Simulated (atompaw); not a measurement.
# Reading a pseudo-wave (Re)

Columns: radius, all-electron u(r) and pseudo u(r) of the 6p shell (level -1.32 eV) of rhenium in the configuration [Kr] 4d10 4f14 5s2 5p6 5d5 6s2 6p0; PBE, scalar-relativistic, PAW (atompaw) scheme, atompaw 4.2.0.5.

```json
{"r (bohr)": "0.092", "all-electron": "-0.0290", "pseudo": "-0.0011"}
{"r (bohr)": "0.185", "all-electron": "-0.0529", "pseudo": "-0.0044"}
{"r (bohr)": "0.277", "all-electron": "0.0689", "pseudo": "-0.0094"}
{"r (bohr)": "0.369", "all-electron": "0.1169", "pseudo": "-0.0158"}
{"r (bohr)": "0.462", "all-electron": "0.0750", "pseudo": "-0.0231"}
{"r (bohr)": "0.554", "all-electron": "-0.0057", "pseudo": "-0.0303"}
{"r (bohr)": "0.646", "all-electron": "-0.0863", "pseudo": "-0.0367"}
{"r (bohr)": "0.738", "all-electron": "-0.1478", "pseudo": "-0.0415"}
{"r (bohr)": "0.831", "all-electron": "-0.1847", "pseudo": "-0.0440"}
{"r (bohr)": "0.923", "all-electron": "-0.1973", "pseudo": "-0.0434"}
{"r (bohr)": "1.015", "all-electron": "-0.1903", "pseudo": "-0.0390"}
{"r (bohr)": "1.108", "all-electron": "-0.1677", "pseudo": "-0.0302"}
{"r (bohr)": "1.200", "all-electron": "-0.1346", "pseudo": "-0.0171"}
{"r (bohr)": "1.292", "all-electron": "-0.0945", "pseudo": "0.0005"}
{"r (bohr)": "1.385", "all-electron": "-0.0498", "pseudo": "0.0228"}
{"r (bohr)": "1.477", "all-electron": "-0.0038", "pseudo": "0.0489"}
{"r (bohr)": "1.569", "all-electron": "0.0424", "pseudo": "0.0783"}
{"r (bohr)": "1.662", "all-electron": "0.0880", "pseudo": "0.1108"}
{"r (bohr)": "1.754", "all-electron": "0.1314", "pseudo": "0.1447"}
{"r (bohr)": "1.846", "all-electron": "0.1724", "pseudo": "0.1794"}
{"r (bohr)": "1.938", "all-electron": "0.2107", "pseudo": "0.2139"}
{"r (bohr)": "2.031", "all-electron": "0.2467", "pseudo": "0.2479"}
{"r (bohr)": "2.123", "all-electron": "0.2794", "pseudo": "0.2797"}
{"r (bohr)": "2.215", "all-electron": "0.3092", "pseudo": "0.3093"}
{"r (bohr)": "2.308", "all-electron": "0.3366", "pseudo": "0.3366"}
{"r (bohr)": "2.400", "all-electron": "0.3610", "pseudo": "0.3610"}
```

Task: How many radial nodes do the two functions have?

Result: The all-electron 6p function has n − l − 1 = 4 (the table is too coarse to show those close to the nucleus); the pseudo-wave has 1, since 1 lower shell of the same l stays in the valence.

Task: Is the pseudo-wave norm-conserving?

Result: No, it belongs to a PAW set: the norm inside the radius is not constrained, and the difference is carried by the augmentation charge.
